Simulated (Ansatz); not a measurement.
`P[SiH2]C1CC1` + H₂ → `[SiH3]C1CC1` + PH₃ at 400 K and 1 bar (hydrogenolysis of the Si–P bond).

Gas-phase electronic energies from Ansatz, PBE0-D4/def2-TZVP geometries. CBS: MP2 limit from def2 TZ/QZ plus the TZ coupled-cluster correction, frozen cores. This one scheme is used for every species. One conformer a species, not always the lowest.

| species | CCSD(T)/CBS energy (Eh) | H − E (kJ/mol) | S (J/(mol·K)) |
| --- | --- | --- | --- |
| `P[SiH2]C1CC1` | -749.56339 | 317.0 | 399.3 |
| H₂ | -1.17544 | 38.0 | 139.0 |
| `[SiH3]C1CC1` | -408.01449 | 281.3 | 336.6 |
| PH₃ | -342.72256 | 77.1 | 221.7 |

H − E and S are ideal-gas, rigid-rotor, harmonic terms from PBE0-D4/def2-TZVP, for one conformer and one mirror image of each species. For small species the MP2-based limit differs from directly extrapolated CCSD(T) by up to some mEh (0.8 for H₂); such offsets cancel only in part. 1 Eh = 2625.50 kJ/mol, R = 8.31446 J/(mol·K).

By hand: ΔE, ΔH, ΔS and ΔG.

ΔE = (-408.01449) + (-342.72256) − (-749.56339) − (-1.17544) = 0.00178 Eh = 4.7 kJ/mol. Δ(H − E) = 281.3 + 77.1 − 317.0 − 38.0 = 3.4, so ΔH = 8.1 kJ/mol. ΔS = 336.6 + 221.7 − 399.3 − 139.0 = 20.0 J/(mol·K). ΔG = 8.1 − 400 × (20.0)/1000 = 0.1 kJ/mol.

By hand: the equilibrium constant, and the temperature at which ΔG would vanish if ΔH and ΔS stayed fixed.

log₁₀ K = −ΔG/(RT ln 10) = 0.0. ΔG = 0 at ΔH/ΔS = 405 K, though so small a ΔH makes that figure unsure.

TΔS isn't small against ΔH here. The sign of ΔG lies within the doubt. A doubt of 5 kJ/mol in ΔE shifts log₁₀ K by 0.7 here. Other conformers and mirror images would add mixing entropy, several J/(mol·K) or more a flexible species. Modes under 60 cm⁻¹, often nearly free rotors, make the harmonic entropy too high. These are equilibria of isolated gas molecules and say nothing of rates. Largest T1 diagnostic: 0.013 (customary marks: 0.02 for closed shells, 0.045 for open ones).
